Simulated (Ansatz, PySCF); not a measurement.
System: GeF$_{2}$, net charge 0, singlet state. 
Geometry from a B3LYP-D3(BJ)/def2-TZVP (Ansatz, a first-principles code) optimisation:
```
Ge
F 1 1.7583
F 1 1.7583 2 97.40
```
Charge 0, spin multiplicity 1.

Quantity: vertical ionisation energy (to the doublet state of charge +1; each state is the SCF solution reached for its spin), in eV. Valence correlation only, unless marked. Open shells are spin-unrestricted. No spin-orbit coupling. The frozen core is the preceding noble-gas configuration, with the filled d and f shells of earlier blocks. Non-relativistic. CBS marks a two-point X^-3 extrapolation of the correlation energy; Hartree-Fock from the larger set. [CCSD(T)-MP2]/basis is that difference in the basis named.

```json
[
 {"level": "PBE0/def2-TZVPD", "program": "Ansatz", "vertical ionisation energy (eV)": "11.66"},
 {"level": "BHLYP/def2-TZVPD", "program": "Ansatz", "vertical ionisation energy (eV)": "___"},
 {"level": "M06-2X/def2-TZVPD", "program": "PySCF", "vertical ionisation energy (eV)": "___"},
 {"level": "CAM-B3LYP/def2-TZVPD", "program": "Ansatz", "vertical ionisation energy (eV)": "11.92"},
 {"level": "wB97X-V/def2-TZVPD", "program": "Ansatz", "vertical ionisation energy (eV)": "11.76"},
 {"level": "B2PLYP/def2-TZVPD", "program": "Ansatz", "vertical ionisation energy (eV)": "___"},
 {"level": "SCS-MP2/aug-cc-pVTZ", "program": "Ansatz", "vertical ionisation energy (eV)": "11.66"},
 {"level": "CCSD/aug-cc-pVDZ", "program": "Ansatz", "vertical ionisation energy (eV)": "___"},
 {"level": "CCSD/aug-cc-pVTZ", "program": "Ansatz", "vertical ionisation energy (eV)": "11.70"},
 {"level": "RI-MP2/CBS(aug-cc-pVTZ,aug-cc-pVQZ)+[CCSD(T)-MP2]/aug-cc-pVTZ", "program": "Ansatz", "vertical ionisation energy (eV)": "11.76"}
]
```

Task: What belongs in the gaps?

Result: 
- BHLYP/def2-TZVPD, vertical ionisation energy (eV): 11.83
- M06-2X/def2-TZVPD, vertical ionisation energy (eV): 11.62
- B2PLYP/def2-TZVPD, vertical ionisation energy (eV): 11.68
- CCSD/aug-cc-pVDZ, vertical ionisation energy (eV): 11.63
